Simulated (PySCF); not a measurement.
**Ions at one geometry of [CeOF]+**

PySCF 2.14.0, RKS PBE0, Ce def2-SVP with ECP28, O def2-SVP, F def2-SVP; non-relativistic Hamiltonian with scalar-relativistic core potentials where named; density fitting; no spin-orbit coupling; singlets restricted, open shells unrestricted. The geometry is relaxed for charge +1, singlet, vacuum:

```xyz
3

Ce    0.0568    0.0000    0.3671
O     1.7650    0.0000    0.2888
F    -1.9052    0.0000    0.4375
```

Energies count from the relaxed state; an electron taken off or put on is at rest in vacuum. Charges and spins are Mulliken's.

```json
{"state": "charge +1, singlet, vacuum", "energy (eV)": "0.00", "spin squared": "0.00", "charge on Ce1 (e)": "1.32", "spin on Ce1 (e)": "0.00", "dipole about the centre of mass (D)": "0.54"}
{"state": "charge +2, doublet, vacuum", "energy (eV)": "17.30", "spin squared": "0.76", "charge on Ce1 (e)": "1.81", "spin on Ce1 (e)": "0.51", "dipole about the centre of mass (D)": "1.19"}
```

Question: What does the state charge 0, doublet, vacuum give?

Answer: energy (eV) -5.55, spin squared 0.75, charge on Ce1 (e) 0.68, spin on Ce1 (e) 1.03, dipole about the centre of mass (D) 1.53.

With an electron taken off (doublet) the charges change, summed by element, by Ce +0.49 e, O +0.31 e, F +0.20 e. The vertical ionisation energy is 17.30 eV, against −ε(HOMO) = 14.42 eV of the relaxed state. The level lies 2.9 eV too high, as is usual for semilocal functionals and global hybrids, which keep a self-interaction error.

With an electron put on (doublet) the charges change, summed by element, by Ce -0.64 e, O -0.20 e, F -0.16 e. The vertical electron affinity is 5.55 eV, against −ε(LUMO) = 8.36 eV of the relaxed state.

Open shells may have lower solutions than those found.

No frequency check is given that shows the relaxed geometry to be a minimum. No other spin state of this charge was computed.
